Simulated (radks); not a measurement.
The numbers below are computed, except where a source is named.
Charge is removed step by step from the 5s1/2 level of Bi, starting from [Hg] 6p3. Code: a radial shooting solver on a logarithmic mesh with Libxc functionals. Model: Dirac Kohn-Sham, BLYP, spin-unpolarised, spherical densities, finite nucleus; open shells fill j = l - 1/2 first; Fermi nuclear charge, rms radius 5.5211 fm.

[
 {"removed (e)": "0", "E - E(0) (eV)": "0.000", "eigenvalue (eV)": "-156.13", "E minus straight line (eV)": "0.000"},
 {"removed (e)": "0.25", "E - E(0) (eV)": "39.529", "eigenvalue (eV)": "-160.12", "E minus straight line (eV)": "-1.557"},
 {"removed (e)": "0.5", "E - E(0) (eV)": "80.073", "eigenvalue (eV)": "-164.26", "E minus straight line (eV)": "-2.097"},
 {"removed (e)": "0.75", "E - E(0) (eV)": "121.67", "eigenvalue (eV)": "-168.52", "E minus straight line (eV)": "-1.588"},
 {"removed (e)": "1", "E - E(0) (eV)": "164.34", "eigenvalue (eV)": "-172.89", "E minus straight line (eV)": "0.000"}
]

Removing the whole electron costs 164.34 eV by Delta-SCF, against 156.13 eV from minus the eigenvalue at the starting occupation. Slater's transition state (half an electron removed) gives 164.26 eV. Integrating minus the eigenvalue over the occupation (Janak's theorem) gives 164.34 eV. The mean slope of the eigenvalue, de/dn, is 16.8 eV per electron.
